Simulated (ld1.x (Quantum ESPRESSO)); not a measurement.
# Reading a pseudo-wave (platinum (Pt))

Columns: radius, all-electron u(r) and pseudo u(r) of the 6s shell (level -12.89 eV) of platinum in the configuration [Kr] 4d10 4f14 5s2 5p6 5d9 6s0 6p0; PBEsol, scalar-relativistic, TM scheme, ld1.x (Quantum ESPRESSO) 7.5.

```json
{"r (bohr)": "0.110", "all-electron": "0.1113", "pseudo": "-0.0111"}
{"r (bohr)": "0.220", "all-electron": "-0.0349", "pseudo": "-0.0229"}
{"r (bohr)": "0.330", "all-electron": "-0.2135", "pseudo": "-0.0359"}
{"r (bohr)": "0.440", "all-electron": "-0.0723", "pseudo": "-0.0511"}
{"r (bohr)": "0.550", "all-electron": "0.1497", "pseudo": "-0.0691"}
{"r (bohr)": "0.660", "all-electron": "0.2963", "pseudo": "-0.0910"}
{"r (bohr)": "0.770", "all-electron": "0.3346", "pseudo": "-0.1176"}
{"r (bohr)": "0.880", "all-electron": "0.2851", "pseudo": "-0.1500"}
{"r (bohr)": "0.990", "all-electron": "0.1805", "pseudo": "-0.1890"}
{"r (bohr)": "1.100", "all-electron": "0.0495", "pseudo": "-0.2350"}
{"r (bohr)": "1.210", "all-electron": "-0.0874", "pseudo": "-0.2878"}
{"r (bohr)": "1.320", "all-electron": "-0.2176", "pseudo": "-0.3464"}
{"r (bohr)": "1.430", "all-electron": "-0.3340", "pseudo": "-0.4087"}
{"r (bohr)": "1.540", "all-electron": "-0.4335", "pseudo": "-0.4718"}
{"r (bohr)": "1.650", "all-electron": "-0.5151", "pseudo": "-0.5319"}
{"r (bohr)": "1.760", "all-electron": "-0.5796", "pseudo": "-0.5855"}
{"r (bohr)": "1.870", "all-electron": "-0.6284", "pseudo": "-0.6299"}
{"r (bohr)": "1.980", "all-electron": "-0.6631", "pseudo": "-0.6633"}
{"r (bohr)": "2.090", "all-electron": "-0.6854", "pseudo": "-0.6854"}
{"r (bohr)": "2.200", "all-electron": "-0.6972", "pseudo": "-0.6972"}
{"r (bohr)": "2.310", "all-electron": "-0.7000", "pseudo": "-0.7000"}
{"r (bohr)": "2.420", "all-electron": "-0.6954", "pseudo": "-0.6954"}
{"r (bohr)": "2.530", "all-electron": "-0.6847", "pseudo": "-0.6847"}
{"r (bohr)": "2.640", "all-electron": "-0.6692", "pseudo": "-0.6692"}
{"r (bohr)": "2.750", "all-electron": "-0.6497", "pseudo": "-0.6497"}
{"r (bohr)": "2.860", "all-electron": "-0.6273", "pseudo": "-0.6273"}
```

(1) How many radial nodes do the two functions have?

(2) At about which radius was the pseudo-wave matched?

(3) Where does each function peak?

(4) Is the pseudo-wave norm-conserving?

## Answers

(1) The all-electron 6s function has n − l − 1 = 5 (the table is too coarse to show those close to the nucleus); the pseudo-wave has 0, since the states of the same l below it are removed with the core.

(2) 2.20 bohr. The columns agree to 0.0005 from 1.98 bohr on; several derivatives are matched, so the curves merge somewhat inside the radius.

(3) Outermost all-electron maximum near 2.31 bohr, pseudo maximum near 2.31 bohr (to the table’s step).

(4) Yes: the TM scheme keeps the norm inside the radius equal to the all-electron one, which fixes the energy derivative of the logarithmic derivative at the level.
